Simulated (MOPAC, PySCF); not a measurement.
C5H11F3Si, SMILES `[C@@H](CC(F)(F)F)([SiH3])CC` (C–C–C–Si torsion -63°, Si–C–C–C torsion -64°), neutral singlet in the gas phase. 

Cartesian coordinates (Å):
SMILES: CC[C@@H]([SiH3])CC(F)(F)F
```xyz
20

C     -2.1555    -0.8134     0.2435
C     -1.4182     0.0277    -0.8000
C      0.0195     0.4432    -0.4140
Si     0.0309     1.5704     1.1378
C      0.9360    -0.7884    -0.3274
C      2.4108    -0.4813    -0.2269
F      2.8361     0.2939    -1.2415
F      2.7125     0.1676     0.9196
F      3.1444    -1.6068    -0.2464
H     -2.2609    -0.2764     1.2006
H     -1.6354    -1.7618     0.4529
H     -3.1693    -1.0666    -0.1031
H     -2.0032     0.9389    -1.0072
H     -1.3791    -0.5303    -1.7535
H      0.4043     1.0766    -1.2325
H      0.0470     0.7619     2.3913
H      1.1981     2.4928     1.1314
H     -1.2191     2.3879     1.1159
H      0.8127    -1.4127    -1.2285
H      0.6884    -1.4233     0.5371
```
Charge 0, multiplicity 1.

All levels are single points at this geometry (B3LYP-D3(BJ)/def2-SVP); Pople sets use spherical d functions. Orbital energies aren't observables, and empty levels follow the basis.

```json
[
 {"level": "B3LYP-D3(BJ)/def2-TZVP in PySCF", "HOMO (eV)": "-8.32", "LUMO (eV)": "0.39", "gap (eV)": "8.72", "dipole (D)": "2.54", "vertical IE, Delta-SCF (eV)": "10.39"},
 {"level": "M06-2X/def2-TZVP in PySCF", "HOMO (eV)": "-9.65", "LUMO (eV)": "1.30", "gap (eV)": "10.95", "dipole (D)": "2.62", "vertical IE, Delta-SCF (eV)": "10.60"},
 {"level": "B3LYP/3-21G in PySCF", "HOMO (eV)": "-8.18", "LUMO (eV)": "1.45", "gap (eV)": "9.63", "dipole (D)": "2.33", "vertical IE, Delta-SCF (eV)": "–"},
 {"level": "B3LYP/6-311+G** in PySCF", "HOMO (eV)": "-8.38", "LUMO (eV)": "-0.25", "gap (eV)": "8.13", "dipole (D)": "2.72", "vertical IE, Delta-SCF (eV)": "–"},
 {"level": "B3LYP/LANL2DZ in PySCF", "HOMO (eV)": "-8.39", "LUMO (eV)": "1.18", "gap (eV)": "9.57", "dipole (D)": "3.10", "vertical IE, Delta-SCF (eV)": "–"},
 {"level": "BP86/6-31G* in PySCF", "HOMO (eV)": "-7.13", "LUMO (eV)": "0.43", "gap (eV)": "7.56", "dipole (D)": "2.15", "vertical IE, Delta-SCF (eV)": "–"},
 {"level": "PBE/6-31G* in PySCF", "HOMO (eV)": "-7.02", "LUMO (eV)": "0.47", "gap (eV)": "7.49", "dipole (D)": "2.13", "vertical IE, Delta-SCF (eV)": "9.88"},
 {"level": "SVWN5/6-31G* in PySCF", "HOMO (eV)": "-7.07", "LUMO (eV)": "0.23", "gap (eV)": "7.30", "dipole (D)": "2.22", "vertical IE, Delta-SCF (eV)": "9.97"},
 {"level": "HF/6-31G* in PySCF", "HOMO (eV)": "-11.54", "LUMO (eV)": "4.36", "gap (eV)": "15.90", "dipole (D)": "2.59", "vertical IE, Delta-SCF (eV)": "9.98"},
 {"level": "HF/STO-3G in PySCF", "HOMO (eV)": "-9.84", "LUMO (eV)": "12.89", "gap (eV)": "22.73", "dipole (D)": "1.61", "vertical IE, Delta-SCF (eV)": "–"},
 {"level": "AM1 in MOPAC", "HOMO (eV)": "-11.07", "LUMO (eV)": "1.11", "gap (eV)": "12.18", "dipole (D)": "2.33", "vertical IE, Delta-SCF (eV)": "–"},
 {"level": "PM3 in MOPAC", "HOMO (eV)": "-10.82", "LUMO (eV)": "0.22", "gap (eV)": "11.04", "dipole (D)": "2.23", "vertical IE, Delta-SCF (eV)": "–"},
 {"level": "PM6 in MOPAC", "HOMO (eV)": "-10.43", "LUMO (eV)": "0.31", "gap (eV)": "10.74", "dipole (D)": "2.65", "vertical IE, Delta-SCF (eV)": "–"}
]
```
